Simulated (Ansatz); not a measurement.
Reaction (formal hydrolysis of the Si–S bond): `C[SiH](F)S[SiH](O)O` + H₂O → `C[SiH](O)F` + `O[SiH](O)S`

Calculated with Ansatz (gas phase, PBE0-D4/def2-TZVP geometries, no zero-point term in ΔE). CCSD(T)/CBS is the MP2 limit (def2-TZVPP, def2-QZVPP) plus CCSD(T) − MP2 in def2-TZVPP, frozen cores. This one scheme is used for every species. DFT in def2-TZVPP. B3LYP here is the variant with VWN-RPA as its local correlation; programs differ in this. Each species was taken in one conformer, which may not be the lowest.

```json
{"level": "PBE-D4", "ΔE (kJ/mol)": "-17.0", "difference from CCSD(T)/CBS": "10.5"}
{"level": "r2SCAN-D4", "ΔE (kJ/mol)": "-27.5", "difference from CCSD(T)/CBS": "0.0"}
{"level": "PBE0-D4", "ΔE (kJ/mol)": "-20.2", "difference from CCSD(T)/CBS": "7.3"}
{"level": "B3LYP-D4", "ΔE (kJ/mol)": "-29.7", "difference from CCSD(T)/CBS": "-2.2"}
{"level": "ωB97X-V", "ΔE (kJ/mol)": "-31.1", "difference from CCSD(T)/CBS": "-3.6"}
{"level": "ωB97M-V", "ΔE (kJ/mol)": "-30.1", "difference from CCSD(T)/CBS": "-2.6"}
{"level": "B2PLYP", "ΔE (kJ/mol)": "-39.1", "difference from CCSD(T)/CBS": "-11.6"}
{"level": "PBE", "ΔE (kJ/mol)": "-26.1", "difference from CCSD(T)/CBS": "1.4"}
{"level": "r2SCAN", "ΔE (kJ/mol)": "-30.1", "difference from CCSD(T)/CBS": "-2.6"}
{"level": "PBE0", "ΔE (kJ/mol)": "-28.5", "difference from CCSD(T)/CBS": "-1.0"}
{"level": "B3LYP", "ΔE (kJ/mol)": "-44.4", "difference from CCSD(T)/CBS": "-16.9"}
{"level": "HF/def2-TZVPP", "ΔE (kJ/mol)": "-58.2", "difference from CCSD(T)/CBS": "-30.7"}
{"level": "MP2/def2-TZVPP", "ΔE (kJ/mol)": "-27.7", "difference from CCSD(T)/CBS": "-0.2"}
{"level": "SCS-MP2/def2-TZVPP", "ΔE (kJ/mol)": "-35.7", "difference from CCSD(T)/CBS": "-8.2"}
{"level": "CCSD/def2-TZVPP", "ΔE (kJ/mol)": "-37.9", "difference from CCSD(T)/CBS": "-10.4"}
{"level": "CCSD(T)/def2-TZVPP", "ΔE (kJ/mol)": "-32.6", "difference from CCSD(T)/CBS": "-5.1"}
{"level": "HF/def2-QZVPP", "ΔE (kJ/mol)": "-59.2", "difference from CCSD(T)/CBS": "-31.7"}
{"level": "MP2/def2-QZVPP", "ΔE (kJ/mol)": "-25.1", "difference from CCSD(T)/CBS": "2.4"}
{"level": "SCS-MP2/def2-QZVPP", "ΔE (kJ/mol)": "-33.3", "difference from CCSD(T)/CBS": "-5.8"}
{"level": "HF/CBS(def2)", "ΔE (kJ/mol)": "-59.3", "difference from CCSD(T)/CBS": "-31.8"}
{"level": "MP2/CBS(def2)", "ΔE (kJ/mol)": "-22.6", "difference from CCSD(T)/CBS": "4.9"}
{"level": "CCSD/CBS(def2)", "ΔE (kJ/mol)": "-32.9", "difference from CCSD(T)/CBS": "-5.4"}
{"level": "CCSD(T)/CBS", "ΔE (kJ/mol)": "-27.5", "difference from CCSD(T)/CBS": "0"}
```

Largest T1 diagnostic among the species: 0.012.

The D4 term adds +14.7 kJ/mol with B3LYP and +8.3 kJ/mol with PBE0; it sums over pairs of atoms, weighted by their polarisabilities, and B3LYP, whose exchange is more repulsive, gets the larger term. In def2-TZVPP, CCSD(T) changes the Hartree–Fock value by +25.5 kJ/mol (the triples alone add +5.3 kJ/mol) and MP2 by +30.5 kJ/mol.
